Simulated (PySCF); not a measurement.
HfO2, SMILES [O]=[Hf]=[O] (connectivity only; charge and spin as stated), charge +1, multiplicity 2. Atoms are numbered in the order given.

```xyz
3

Hf     0.0000     0.0000    -0.2214
O      0.0000     1.3219     0.9961
O      0.0000    -1.3219     0.9961
```
Charge +1, spin multiplicity 2.

Geometry optimised at B3LYP-D3(BJ)/def2-TZVP. The multiplicity is an assumed one; other spin states were not compared. The isomer is the one that the SMILES or the coordinates give; other isomers of the formula were not compared. The def2 effective core potentials stand for the cores of Hf; spin–orbit coupling is left out.

Calculation: PBE0/def2-TZVPD (PySCF).

Mulliken values depend strongly on the basis, most of all with diffuse functions as here. ESP charges are fitted to the potential on shells at 1.4 to 2.0 van der Waals radii. Atomic charges (e):

```csv
atom,Mulliken,ESP fit,Mulliken spin
Hf1,1.63,1.94,-0.30
O2,-0.31,-0.47,0.65
O3,-0.31,-0.47,0.65
```
